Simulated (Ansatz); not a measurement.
Total energies of `C[O][SnH2][O]C`.

Z-matrix (Å, degrees):
```
C
O 1 1.406
H 1 1.094 2 108.2
H 1 1.098 2 112.4 3 119.1
H 1 1.099 2 112.5 3 -118.9
Sn 2 1.960 1 119.7 3 178.7
O 6 1.960 2 106.3 1 61.4
H 6 1.700 2 110.7 1 -51.1
H 6 1.700 2 104.2 1 178.4
C 7 1.406 6 119.7 2 61.4
H 10 1.098 7 112.4 6 -61.8
H 10 1.094 7 108.2 6 179.0
H 10 1.099 7 112.5 6 60.2
```

Charge 0, multiplicity 1. Correlated methods include outer-core shells of Sn, which these sets cover unevenly. Sn: def2 effective core potential. The structure was optimised at the PBE0-D4/def2-TZVP level. It is one conformer, not always the lowest. Basis def2-TZVPP, Ansatz.

RPA on PBE orbitals: Hartree–Fock energy of these orbitals -443.47887 Eh, correlation -1.81931 Eh (frozen core).

| functional | energy without D4 (Eh) | D4 term (kJ/mol) |
| --- | --- | --- |
| revPBE | -445.82562 | -72.2 |
| r2SCAN | -445.81302 | -6.3 |

(1) Give the same for LDA (SPW92), PBE, BLYP, B97M-V, PBE0, B3LYP, r2SCANh, r2SCAN0, HSE06 (plane-wave form), BHLYP, CAM-B3LYP, LC-ωPBE, ωB97X-V, ωB97M-V, B2PLYP, PBE-QIDH. (Best estimate.)

B3LYP takes the VWN-RPA correlation (the form of Gaussian; ORCA's B3LYP/G). HSE06 is the plane-wave form, built on full-range PBE exchange. The double hybrids freeze the cores in their second-order part.

Answers

(1) Computed: 
```json
{"functional": "LDA (SPW92)", "energy without D4 (Eh)": "-443.66620", "D4 term (kJ/mol)": "–"}
{"functional": "PBE", "energy without D4 (Eh)": "-445.57627", "D4 term (kJ/mol)": "-24.6"}
{"functional": "BLYP", "energy without D4 (Eh)": "-445.72927", "D4 term (kJ/mol)": "-53.1"}
{"functional": "B97M-V", "energy without D4 (Eh)": "-445.81838", "D4 term (kJ/mol)": "–"}
{"functional": "PBE0", "energy without D4 (Eh)": "-445.59864", "D4 term (kJ/mol)": "-21.0"}
{"functional": "B3LYP", "energy without D4 (Eh)": "-445.93966", "D4 term (kJ/mol)": "-39.5"}
{"functional": "r2SCANh", "energy without D4 (Eh)": "-445.78798", "D4 term (kJ/mol)": "-6.7"}
{"functional": "r2SCAN0", "energy without D4 (Eh)": "-445.75212", "D4 term (kJ/mol)": "-7.4"}
{"functional": "HSE06 (plane-wave form)", "energy without D4 (Eh)": "-445.58495", "D4 term (kJ/mol)": "-19.7"}
{"functional": "BHLYP", "energy without D4 (Eh)": "-445.65792", "D4 term (kJ/mol)": "-31.0"}
{"functional": "CAM-B3LYP", "energy without D4 (Eh)": "-445.74918", "D4 term (kJ/mol)": "-21.5"}
{"functional": "LC-ωPBE", "energy without D4 (Eh)": "-445.76175", "D4 term (kJ/mol)": "–"}
{"functional": "ωB97X-V", "energy without D4 (Eh)": "-445.76832", "D4 term (kJ/mol)": "–"}
{"functional": "ωB97M-V", "energy without D4 (Eh)": "-445.70960", "D4 term (kJ/mol)": "–"}
{"functional": "B2PLYP", "energy without D4 (Eh)": "-445.47332", "D4 term (kJ/mol)": "–"}
{"functional": "PBE-QIDH", "energy without D4 (Eh)": "-445.37440", "D4 term (kJ/mol)": "–"}
```

LC-ωPBE has ω = 0.4 bohr⁻¹.
